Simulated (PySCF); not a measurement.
Electron correlation in C⁺ (carbon, charge +1)

[He] 2s2 2p1, 2P determinant. All numbers are calculated (PySCF 2.14, the non-relativistic Hamiltonian (point nucleus), in dyall-av2z (11s7p2d, 42 functions)). Frozen: 1s2; 3 electrons correlated; the 8 highest virtual orbitals of each spin left out.

| level | correlation energy (mhartree) |
| --- | --- |
| CCSD | -71.96 |
| (T) | -0.85 |
| CCSD(T) | -72.81 |
| CCSDT | -73.07 |

Diagnostics: T1 = 0.0095, D1 = 0.0180, largest double amplitude 0.133.

Question: Is a single reference adequate?

Answer: Mostly. T1 lies below 0.03, but a double amplitude of this size points to a near-degeneracy that CCSD handles and MP2 describes poorly.
